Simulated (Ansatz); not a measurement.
Compare A (`C[C@@]1(F)N[Si@@H]1N`) with its isomer B (`C=NC(F)[SiH2]N`).

Computed with Ansatz on PBE0-D4/def2-TZVP structures; ΔE is electronic, products minus reactants. CCSD(T)/CBS adds triple-zeta CCSD(T) − MP2 to the extrapolated MP2 energy (def2 sets, frozen cores). DFT in def2-TZVPP. B3LYP here is the variant with VWN-RPA as its local correlation; programs differ in this. Each species was taken in one conformer, which may not be the lowest.

A:

Z-matrix (Å, degrees):
```
C
C 1 1.498
H 1 1.091 2 110.5
H 1 1.091 2 110.8 3 -120.5
H 1 1.096 2 110.1 3 119.9
F 2 1.405 1 107.7 3 175.9
N 2 1.434 1 118.9 3 -54.9
Si 2 1.852 1 130.2 3 18.8
H 7 1.008 2 126.4 1 -39.0
N 8 1.691 2 126.8 1 156.1
H 8 1.482 2 122.3 1 1.2
H 10 1.005 8 121.9 2 -143.2
H 10 1.006 8 122.5 2 19.1
```

B:

```xyz
13

C    -0.778   -0.318    1.994
N     0.298    0.060    1.451
C     0.306    1.014    0.425
F    -0.935    1.635    0.201
Si    0.850    0.153   -1.205
N    -0.128   -1.181   -1.634
H    -0.728   -1.087    2.762
H    -1.756    0.096    1.740
H     1.011    1.811    0.694
H     2.251   -0.290   -1.007
H     0.742    1.175   -2.276
H    -1.034   -1.036   -2.048
H    -0.099   -2.032   -1.097
```

Task: Which is lower in electronic energy at CCSD(T)/CBS, and by how much? (Best estimate.)

Result: The calculation gave: A, by 11.7 kcal/mol.

Task: Give E(B) − E(A) in kcal/mol with ωB97M-V, CCSD/def2-TZVPP, CCSD(T)/def2-TZVPP, MP2/def2-TZVPP, PBE0-D4, PBE-D4, B3LYP-D4. (Best estimate.)

Result: Computed: ωB97M-V 12.7, CCSD/def2-TZVPP 10.0, CCSD(T)/def2-TZVPP 9.9, MP2/def2-TZVPP 13.4, PBE0-D4 14.1, PBE-D4 12.2, B3LYP-D4 8.9. None reverses the order clearly.

Largest T1 diagnostic: 0.013.

From PBE to PBE0 (25 % exact exchange), in def2-TZVPP and without D4, E(B) − E(A) moves by +1.9 kcal/mol. In def2-TZVPP, CCSD(T) changes the Hartree–Fock value by +4.3 kcal/mol (the triples alone add −0.1 kcal/mol) and MP2 by +7.8 kcal/mol.
